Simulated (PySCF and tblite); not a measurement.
Values are calculated unless marked as measured or tabulated.
## Conformer ensemble of C9H12O3, numbered as in [CH3:1][O:2][C:3](=[O:4])[c:5]1[cH:6][o:7][c:8]([CH:9]([CH3:10])[CH3:11])[cH:12]1

Geometries GFN2-xTB; weights from PBE0-D3(BJ)/6-31G* energies and GFN2-xTB thermal corrections, with symmetry numbers and mirror pairs. Conformers within 2.5 kcal/mol (GFN2-xTB free energy) were kept, 4 at most. GIAO shieldings: PBE0/6-31G*. Shifts are against TMS (¹H), TMS (¹³C) at the same level. (PySCF 2.14, tblite 0.8.)

Torsions listed: C1–O2–C3–O4, O2–C3–C5–C6, O7–C8–C9–C10.

| conformer | shape | symmetry | E(GFN2) kcal/mol | E(DFT) kcal/mol | G(298.15 K) kcal/mol | weight % | dipole D |
| --- | --- | --- | --- | --- | --- | --- | --- |
| 1 | 0°, 0°, 61° | Cs | 0.25 | 0.00 | 0.00 | 45.1 | 1.70 |
| 2 | 0°, 180°, 61° | Cs | 0.01 | 0.14 | 0.23 | 30.3 | 2.37 |
| 3 | 0°, 0°, -119° | Cs | 0.18 | 0.84 | 0.67 | 14.6 | 1.63 |
| 4 | 0°, 180°, -119° | Cs | 0.00 | 1.01 | 0.89 | 10.0 | 2.43 |

Weights (%) against temperature:

| T (K) | 1 | 2 | 3 | 4 | S(mix) cal/mol/K |
| --- | --- | --- | --- | --- | --- |
| 250 | 48.9 | 31.1 | 12.2 | 7.8 | 2.32 |
| 298.15 | 45.1 | 30.3 | 14.6 | 10.0 | 2.45 |
| 350 | 42.0 | 29.5 | 16.6 | 11.9 | 2.54 |

Averaged shifts at 298.15 K. ¹H: 7.77 (H6, 1H), 6.42 (H12, 1H), 3.88 (H1, 3H), 3.02 (H9, 1H), 1.33 (H10/H11, 6H) ppm. ¹³C: 154.6 (C3), 152.8 (C8), 139.2 (C6), 118.1 (C5), 103.5 (C12), 50.4 (C1), 31.2 (C9), 23.4 (C10/C11) ppm.

Coordinates of conformer 1 (Å):

```xyz
24

C     4.837    0.043    0.075
O     3.479    0.106    0.482
C     2.571   -0.109   -0.489
O     2.869   -0.342   -1.634
C     1.204   -0.022    0.026
C     0.794    0.241    1.307
O    -0.537    0.237    1.383
C    -1.023   -0.030    0.145
C    -2.505   -0.091   -0.045
C    -3.136    1.260    0.301
C    -3.101   -1.205    0.818
C     0.007   -0.198   -0.729
H     5.431    0.235    0.965
H     5.067   -0.943   -0.334
H     5.040    0.794   -0.692
H     1.351    0.437    2.202
H    -2.688   -0.315   -1.101
H    -2.718    2.047   -0.322
H    -4.211    1.223    0.140
H    -2.948    1.504    1.344
H    -2.917   -1.002    1.870
H    -4.175   -1.270    0.658
H    -2.654   -2.164    0.564
H    -0.048   -0.418   -1.774
```

The minima are those of GFN2-xTB; planar forms about aryl–S or allylic bonds may be saddles in DFT. Shifts are unscaled: against experiment ¹³C can be off by 15 ppm or more and ¹H by 0.8 ppm.

Search and properties took 4.4 min on 1 thread of Arm Neoverse N1, shared host (rough), launched as `OMP_NUM_THREADS=1 python ens_run.py task.json out`.


Conformer gaps in 6-31G* on xTB geometries can be 2 kcal/mol off for S=O, P=O and other polar bonds.